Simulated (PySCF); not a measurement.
This PySCF input asks for the NMR shieldings of SMILES [SiH3]NC([SiH3])[SiH3], CH₁₁NSi₃; the geometry comes from GFN2-xTB.

```python
import basis_set_exchange as bse
import numpy as np
from pyscf import gto, dft
from pyscf.prop import nmr

atoms = """
Si    2.157511    0.060567    0.241645
N     0.777616    0.966267   -0.220853
C    -0.621349    0.575578   -0.087768
Si   -1.017787   -0.249995    1.584862
Si   -1.202822   -0.457452   -1.592577
H     2.112324   -0.110001    1.694679
H     3.269265    0.911287   -0.184361
H     2.293381   -1.267996   -0.380830
H     0.905787    1.554648   -1.032235
H    -1.208103    1.507640   -0.098727
H    -2.478683   -0.361858    1.656719
H    -0.425782   -1.586174    1.661001
H    -0.546182    0.579090    2.694693
H    -0.914560    0.305773   -2.813541
H    -2.641836   -0.698714   -1.496473
H    -0.466380   -1.719717   -1.637645
"""
names = dict.fromkeys(["Si", "N", "C", "H"], "pcSseg-1")
basis = {el: gto.basis.parse(bse.get_basis(n, elements=[el], fmt="nwchem")) for el, n in names.items()}
mol = gto.M(atom=atoms, basis=basis, charge=0, verbose=0)
mf = dft.RKS(mol, xc="PBE0")
mf.grids.level = 2
mf.grids.alignment = dft.numint.BLKSIZE   # the property module wants whole blocks of grid points
mf.conv_tol = 1e-9
mf.kernel()

calc = nmr.RKS(mf)   # GIAO
C = mf.mo_coeff
Co = C[:, mf.mo_occ > 0]
resp = mf.gen_response(singlet=True, hermi=2)
def vind(x):   # induced exchange potential for any number of trial vectors
    d = np.einsum("pi,xij,qj->xpq", C, 2 * x.reshape(-1, C.shape[1], Co.shape[1]), Co, optimize=True)
    return np.einsum("xpq,pi,qj->xij", resp(d - d.transpose(0, 2, 1)), C, Co, optimize=True).ravel()
mo1, _ = nmr.rhf.solve_mo1(calc, with_cphf=vind)
sigma = calc.kernel(mo1)
for i, s in enumerate(sigma):   # ppm
    print("%2d %-2s %9.2f" % (i, mol.atom_pure_symbol(i), np.trace(s) / 3))
```

Problem. What are the results?

Solution. 
```
 0 Si    411.92
 1 N     252.95
 2 C     161.88
 3 Si    420.48
 4 Si    421.97
 5 H      26.92
 6 H      27.23
 7 H      26.77
 8 H      31.69
 9 H      28.77
10 H      27.83
11 H      27.41
12 H      27.29
13 H      27.93
14 H      27.81
15 H      27.66
```

These numbers come from an equivalent density-fitted implementation of the same equations, which agrees with the script to about 0.01 ppm for H and up to a few tenths of a ppm for heavy atoms, so last digits may differ.

Size and cost of the density-fitted run: 161 basis functions, 18 s wall time on 1 thread of an Arm Neoverse V2, shared host; peak memory 0.74 GiB.
